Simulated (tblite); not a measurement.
Record of a relaxation.

C3H13PSi3.
SMILES with atom numbers: `[CH2:1]=[C:2]([CH3:3])[Si@@H:4]([SiH3:5])[SiH2:6][PH2:7]` (hydrogens: H8, H9 on C1; H10, H11, H12 on C3; H13 on Si4; H14, H15, H16 on Si5; H17, H18 on Si6; H19, H20 on P7)

Computed with GFN2-xTB (tblite), gas phase: L-BFGS steps from a force-field or distance-geometry start until the largest atomic force falls under 0.01 eV/Å. 10 of its 218 geometries are shown.

Step 0: E = -562.8914 eV, largest atomic force 0.776 eV/Å
```
atom  x, y, z in Å  |  force x, y, z in eV/Å
C1     -1.163   -1.125   -2.059   -0.183   0.063   0.478
C2     -0.999   -0.561   -0.856   -0.257  -0.619  -0.391
C3     -1.775   -1.030    0.353   -0.653  -0.087  -0.392
Si4     0.251    0.814   -0.588    0.185   0.354   0.041
Si5    -0.685    2.664    0.415   -0.234   0.468  -0.131
Si6     1.910    0.156    0.871    0.081  -0.082   0.446
P7      2.991   -1.632    0.114    0.315  -0.637   0.305
H8     -0.604   -0.805   -2.932   -0.158  -0.067   0.268
H9     -1.887   -1.925   -2.213    0.242   0.186  -0.023
H10    -1.130   -1.392    1.150    0.145   0.155  -0.031
H11    -2.409   -0.221    0.748    0.370  -0.153  -0.081
H12    -2.463   -1.855    0.094    0.321   0.264  -0.022
H13     0.836    1.178   -1.890   -0.055  -0.088  -0.094
H14    -1.261    2.300    1.724    0.062   0.182  -0.165
H15     0.343    3.725    0.622   -0.405  -0.310  -0.012
H16    -1.770    3.229   -0.430    0.242  -0.032   0.332
H17     1.333   -0.207    2.193    0.167   0.196  -0.115
H18     2.907    1.236    1.076   -0.146  -0.310   0.040
H19     3.634   -1.980    1.333   -0.445   0.100  -0.550
H20     1.935   -2.558    0.273    0.405   0.417   0.096
```

Step 24: E = -563.0454 eV, largest atomic force 0.069 eV/Å
```
atom  x, y, z in Å  |  force x, y, z in eV/Å
C1     -1.171   -1.126   -2.051    0.026   0.036   0.052
C2     -0.994   -0.564   -0.862   -0.013   0.018   0.018
C3     -1.774   -1.021    0.334    0.008  -0.017   0.021
Si4     0.250    0.841   -0.552    0.040  -0.055  -0.012
Si5    -0.768    2.710    0.378   -0.015   0.014  -0.008
Si6     1.941    0.097    0.892   -0.025   0.007  -0.002
P7      3.057   -1.682    0.106    0.008  -0.056   0.018
H8     -0.616   -0.804   -2.916   -0.010  -0.014   0.001
H9     -1.875   -1.931   -2.209    0.027   0.026  -0.009
H10    -1.097   -1.358    1.121   -0.010   0.026   0.003
H11    -2.369   -0.200    0.735    0.025   0.003   0.010
H12    -2.443   -1.841    0.083   -0.020  -0.028  -0.016
H13     0.806    1.129   -1.889    0.012   0.026   0.000
H14    -1.342    2.397    1.690   -0.007   0.008   0.024
H15     0.229    3.760    0.597   -0.012   0.009   0.008
H16    -1.852    3.320   -0.391   -0.020  -0.013  -0.045
H17     1.420   -0.204    2.240    0.023   0.011  -0.017
H18     2.991    1.106    1.107   -0.034  -0.035  -0.003
H19     3.591   -2.047    1.327    0.032   0.012   0.000
H20     2.010   -2.571    0.258   -0.035   0.021  -0.042
```

Step 48: E = -563.0594 eV, largest atomic force 0.044 eV/Å
```
atom  x, y, z in Å  |  force x, y, z in eV/Å
C1     -1.125   -1.080   -2.009    0.006   0.001   0.002
C2     -0.961   -0.533   -0.812    0.007  -0.009  -0.001
C3     -1.747   -1.004    0.373   -0.004  -0.009   0.031
Si4     0.286    0.862   -0.491    0.013   0.037  -0.021
Si5    -0.832    2.723    0.347   -0.003  -0.008  -0.019
Si6     1.985    0.052    0.900   -0.018   0.016   0.006
P7      3.043   -1.744    0.066   -0.013   0.002   0.015
H8     -0.563   -0.745   -2.863    0.009  -0.004  -0.021
H9     -1.825   -1.882   -2.188   -0.013  -0.009  -0.003
H10    -1.077   -1.342    1.162    0.019  -0.015   0.018
H11    -2.343   -0.187    0.778   -0.014   0.024   0.002
H12    -2.415   -1.822    0.110   -0.011  -0.020  -0.010
H13     0.833    1.174   -1.829    0.022   0.002   0.019
H14    -1.463    2.468    1.646    0.006  -0.012   0.007
H15     0.070    3.858    0.549    0.000  -0.012  -0.007
H16    -1.906    3.189   -0.533   -0.007   0.009   0.002
H17     1.487   -0.252    2.254    0.013   0.004   0.000
H18     3.054    1.040    1.099    0.007  -0.018   0.010
H19     3.545   -2.175    1.282   -0.018   0.000  -0.026
H20     1.951   -2.589    0.156    0.001   0.022  -0.004
```

Step 72: E = -563.0652 eV, largest atomic force 0.026 eV/Å
```
atom  x, y, z in Å  |  force x, y, z in eV/Å
C1     -1.085   -1.074   -1.984   -0.006  -0.006   0.007
C2     -0.919   -0.525   -0.789   -0.001  -0.013   0.006
C3     -1.707   -0.998    0.397    0.002   0.000   0.007
Si4     0.315    0.883   -0.466   -0.016   0.001  -0.021
Si5    -0.873    2.723    0.313    0.006  -0.008  -0.001
Si6     1.995    0.067    0.942    0.005  -0.008  -0.001
P7      2.964   -1.734    0.016   -0.004  -0.006   0.006
H8     -0.526   -0.747   -2.844   -0.002   0.000   0.017
H9     -1.790   -1.876   -2.154    0.009  -0.008  -0.021
H10    -1.038   -1.337    1.187    0.008  -0.009  -0.004
H11    -2.306   -0.183    0.804    0.002   0.009  -0.012
H12    -2.373   -1.817    0.130    0.008   0.001   0.005
H13     0.909    1.176   -1.788   -0.008   0.010   0.001
H14    -1.499    2.464    1.613    0.005   0.004   0.015
H15    -0.006    3.887    0.494   -0.004   0.013   0.000
H16    -1.961    3.131   -0.578    0.003   0.009  -0.004
H17     1.521   -0.254    2.299   -0.005  -0.003   0.002
H18     3.103    1.009    1.144    0.011   0.007   0.004
H19     3.444   -2.268    1.197   -0.008   0.006   0.005
H20     1.827   -2.517    0.062   -0.006   0.000  -0.011
```

Step 96: E = -563.0697 eV, largest atomic force 0.027 eV/Å
```
atom  x, y, z in Å  |  force x, y, z in eV/Å
C1     -1.015   -1.113   -1.964   -0.005   0.009   0.001
C2     -0.885   -0.529   -0.781    0.002  -0.004  -0.003
C3     -1.650   -1.012    0.415    0.000   0.001  -0.001
Si4     0.304    0.921   -0.474    0.000  -0.006   0.008
Si5    -0.885    2.753    0.319   -0.004  -0.002  -0.002
Si6     1.978    0.085    0.934    0.005   0.001  -0.012
P7      2.895   -1.742    0.009   -0.007  -0.018   0.019
H8     -0.465   -0.774   -2.825    0.002  -0.001  -0.001
H9     -1.677   -1.951   -2.128    0.002   0.001   0.003
H10    -0.961   -1.342    1.193   -0.010  -0.004  -0.001
H11    -2.255   -0.207    0.830   -0.001   0.004  -0.003
H12    -2.306   -1.843    0.158    0.003  -0.007   0.003
H13     0.881    1.229   -1.799    0.008  -0.001  -0.003
H14    -1.457    2.510    1.647    0.004   0.004   0.000
H15    -0.026    3.933    0.445   -0.006   0.000   0.003
H16    -2.007    3.136   -0.542    0.001  -0.001   0.006
H17     1.480   -0.239    2.284    0.001   0.011   0.002
H18     3.114    0.987    1.157    0.001   0.009   0.000
H19     3.226   -2.356    1.203   -0.009   0.000  -0.017
H20     1.704   -2.438   -0.084    0.014   0.004  -0.002
```

Step 121: E = -563.0723 eV, largest atomic force 0.022 eV/Å
```
atom  x, y, z in Å  |  force x, y, z in eV/Å
C1     -0.970   -1.128   -1.958   -0.002   0.002  -0.003
C2     -0.865   -0.535   -0.777    0.015  -0.003   0.008
C3     -1.638   -1.025    0.411   -0.003   0.002  -0.007
Si4     0.308    0.929   -0.469    0.002   0.013  -0.012
Si5    -0.889    2.750    0.340   -0.003   0.010  -0.004
Si6     2.006    0.112    0.922    0.007  -0.003   0.003
P7      2.881   -1.771    0.066   -0.007   0.003  -0.010
H8     -0.413   -0.786   -2.814   -0.002   0.000   0.002
H9     -1.617   -1.978   -2.126   -0.002   0.002   0.004
H10    -0.958   -1.332    1.207    0.002   0.007  -0.012
H11    -2.268   -0.229    0.807    0.002   0.002  -0.004
H12    -2.270   -1.873    0.151   -0.003   0.000   0.006
H13     0.876    1.248   -1.796   -0.001  -0.004   0.003
H14    -1.391    2.515    1.697   -0.002   0.003   0.007
H15    -0.060    3.955    0.406   -0.005  -0.020   0.001
H16    -2.060    3.094   -0.472    0.002  -0.011   0.004
H17     1.521   -0.130    2.293    0.019  -0.007  -0.006
H18     3.163    1.002    1.076   -0.006   0.007   0.008
H19     2.981   -2.459    1.259   -0.008   0.009   0.019
H20     1.659   -2.347   -0.227   -0.005  -0.013  -0.007
```

Step 145: E = -563.0782 eV, largest atomic force 0.039 eV/Å
```
atom  x, y, z in Å  |  force x, y, z in eV/Å
C1     -0.881   -1.145   -1.954   -0.003  -0.005  -0.004
C2     -0.808   -0.541   -0.776   -0.004   0.000  -0.005
C3     -1.609   -1.023    0.398    0.002   0.009  -0.001
Si4     0.333    0.945   -0.451   -0.015  -0.002   0.021
Si5    -0.921    2.712    0.395    0.008  -0.003   0.004
Si6     2.082    0.145    0.891    0.005   0.008   0.004
P7      2.809   -1.878    0.236   -0.020  -0.002   0.008
H8     -0.309   -0.806   -2.801    0.005   0.009   0.005
H9     -1.516   -2.001   -2.130   -0.001  -0.005   0.012
H10    -0.950   -1.269    1.232    0.008  -0.005  -0.008
H11    -2.285   -0.237    0.736   -0.005  -0.005   0.002
H12    -2.196   -1.905    0.148    0.010   0.015  -0.003
H13     0.881    1.302   -1.777    0.000  -0.007  -0.003
H14    -1.283    2.525    1.804    0.011  -0.014  -0.004
H15    -0.171    3.966    0.320   -0.011   0.010   0.001
H16    -2.183    2.925   -0.318    0.004   0.000  -0.004
H17     1.711    0.035    2.311   -0.014   0.029   0.011
H18     3.272    1.006    0.870    0.003  -0.022  -0.001
H19     2.352   -2.562    1.349   -0.005   0.020  -0.027
H20     1.669   -2.183   -0.484    0.024  -0.030  -0.008
```

Step 169: E = -563.1042 eV, largest atomic force 0.066 eV/Å
```
atom  x, y, z in Å  |  force x, y, z in eV/Å
C1     -0.783   -1.167   -1.953   -0.010  -0.011  -0.004
C2     -0.753   -0.526   -0.793    0.025  -0.012  -0.001
C3     -1.555   -0.996    0.384    0.015   0.013  -0.012
Si4     0.362    0.982   -0.474    0.001  -0.013   0.033
Si5    -0.944    2.661    0.471    0.006  -0.038   0.006
Si6     2.126    0.169    0.846    0.010   0.006   0.011
P7      2.584   -2.009    0.537    0.015   0.033   0.055
H8     -0.206   -0.838   -2.802    0.001   0.020   0.019
H9     -1.388   -2.047   -2.116   -0.018  -0.010   0.010
H10    -0.897   -1.190    1.233   -0.007  -0.025  -0.012
H11    -2.260   -0.224    0.693   -0.006  -0.013  -0.022
H12    -2.109   -1.906    0.156    0.016   0.027   0.001
H13     0.894    1.371   -1.799   -0.025  -0.007   0.022
H14    -1.093    2.470    1.919   -0.005   0.009  -0.032
H15    -0.359    3.986    0.277    0.001   0.029  -0.005
H16    -2.300    2.701   -0.086    0.005   0.019   0.013
H17     1.854    0.313    2.288    0.011  -0.015  -0.025
H18     3.412    0.844    0.623   -0.010   0.000  -0.012
H19     1.497   -2.470    1.258   -0.008   0.008  -0.052
H20     1.914   -2.114   -0.666   -0.015  -0.021   0.005
```

Step 193: E = -563.1123 eV, largest atomic force 0.034 eV/Å
```
atom  x, y, z in Å  |  force x, y, z in eV/Å
C1     -0.793   -1.162   -1.967    0.009   0.000  -0.006
C2     -0.756   -0.531   -0.802   -0.013  -0.010   0.009
C3     -1.579   -0.998    0.362   -0.001  -0.010  -0.001
Si4     0.359    0.971   -0.463   -0.028  -0.012   0.014
Si5    -0.942    2.639    0.507    0.008   0.008   0.009
Si6     2.155    0.178    0.823    0.010  -0.007   0.014
P7      2.539   -2.031    0.727   -0.002   0.017   0.001
H8     -0.205   -0.832   -2.808   -0.001   0.003   0.001
H9     -1.412   -2.031   -2.139    0.008   0.013   0.007
H10    -0.939   -1.198    1.223   -0.014   0.006   0.002
H11    -2.291   -0.224    0.654    0.015  -0.016  -0.002
H12    -2.130   -1.906    0.122   -0.006   0.004   0.000
H13     0.860    1.393   -1.787    0.012  -0.006  -0.023
H14    -1.043    2.456    1.958    0.000   0.007   0.004
H15    -0.384    3.973    0.284   -0.005  -0.005   0.001
H16    -2.320    2.668    0.006    0.006   0.005  -0.009
H17     1.973    0.451    2.259    0.005  -0.006  -0.008
H18     3.447    0.773    0.460    0.003   0.008  -0.001
H19     1.286   -2.408    1.174   -0.001   0.006  -0.016
H20     2.169   -2.171   -0.598   -0.004  -0.004   0.004
```

Step 217: E = -563.1138 eV, largest atomic force 0.009 eV/Å
```
atom  x, y, z in Å  |  force x, y, z in eV/Å
C1     -0.783   -1.165   -1.954    0.000  -0.004  -0.002
C2     -0.761   -0.542   -0.784    0.002  -0.001   0.006
C3     -1.591   -1.021    0.369   -0.002   0.001   0.000
Si4     0.348    0.964   -0.442   -0.006   0.006   0.001
Si5    -0.939    2.656    0.504    0.000   0.001  -0.001
Si6     2.157    0.182    0.833    0.000  -0.003  -0.003
P7      2.535   -2.025    0.709   -0.001   0.004  -0.004
H8     -0.191   -0.824   -2.788   -0.001  -0.002   0.003
H9     -1.393   -2.038   -2.136   -0.001   0.000   0.002
H10    -0.958   -1.234    1.232    0.003   0.001  -0.001
H11    -2.300   -0.250    0.668   -0.003   0.002  -0.002
H12    -2.143   -1.924    0.115   -0.003   0.001   0.000
H13     0.852    1.368   -1.774    0.000   0.001   0.003
H14    -1.063    2.497    1.956    0.003  -0.003  -0.003
H15    -0.359    3.979    0.271    0.002  -0.003   0.002
H16    -2.308    2.702   -0.019   -0.003   0.001  -0.003
H17     1.996    0.442    2.272   -0.003  -0.002   0.000
H18     3.441    0.785    0.455    0.006   0.004   0.002
H19     1.274   -2.398    1.131   -0.002  -0.005  -0.001
H20     2.180   -2.143   -0.622    0.006   0.001   0.002
```

Task: Summarise the path.

Result: The energy falls by 0.2223 eV from step 0 to step 217; nine tenths of that is first reached at step 160. It rises by more than 0.2 meV at steps 137, 140, 143, 146, 149, 152 and 161. The largest force goes from 0.776 to 0.009 eV/Å. Among the bonds Si4–Si6 changes most, from 2.305 to 2.347 Å; the atoms move by 0.773 Å rms after alignment.

Task: Follow the three bonds and two angles with the largest change from start to end.

Result: 
```csv
step,E above end (eV),largest force (eV/Å),Si4–Si6 (Å),P7–H19 (Å),P7–H20 (Å),Si5–Si4–Si6 (°),C2–Si4–Si6 (°)
0,0.2223,0.776,2.305,1.422,1.413,104.2,111.1
9,0.0889,0.137,2.323,1.379,1.381,106.6,110.2
19,0.0715,0.057,2.342,1.381,1.381,107.8,110.0
28,0.0636,0.118,2.333,1.381,1.381,111.0,109.5
38,0.0580,0.069,2.340,1.384,1.382,113.0,108.6
47,0.0546,0.042,2.340,1.384,1.383,114.2,108.8
57,0.0504,0.051,2.340,1.383,1.382,115.5,108.5
66,0.0494,0.020,2.342,1.382,1.382,115.8,108.4
75,0.0481,0.039,2.339,1.384,1.383,116.0,107.8
85,0.0458,0.030,2.340,1.383,1.383,116.0,106.7
94,0.0443,0.022,2.341,1.383,1.382,116.4,105.9
104,0.0437,0.013,2.341,1.382,1.382,116.5,105.6
113,0.0430,0.038,2.341,1.383,1.382,116.4,105.7
123,0.0412,0.025,2.343,1.382,1.381,116.3,106.0
132,0.0394,0.042,2.343,1.383,1.384,116.4,106.3
142,0.0365,0.032,2.345,1.382,1.382,116.8,106.2
151,0.0328,0.089,2.344,1.386,1.384,117.3,106.3
160,0.0221,0.087,2.342,1.384,1.385,118.0,105.7
170,0.0078,0.133,2.350,1.388,1.386,115.8,105.7
179,0.0037,0.032,2.347,1.382,1.381,115.5,106.2
189,0.0020,0.025,2.349,1.381,1.382,116.1,106.2
198,0.0010,0.022,2.347,1.381,1.382,116.2,106.6
208,0.0003,0.020,2.347,1.381,1.382,116.2,106.7
217,0.0000,0.009,2.347,1.381,1.382,116.6,106.5
```

The cost below is that of the whole relaxation. The run took 4.3 s of wall time on Arm Neoverse N1, one thread, on a shared host.
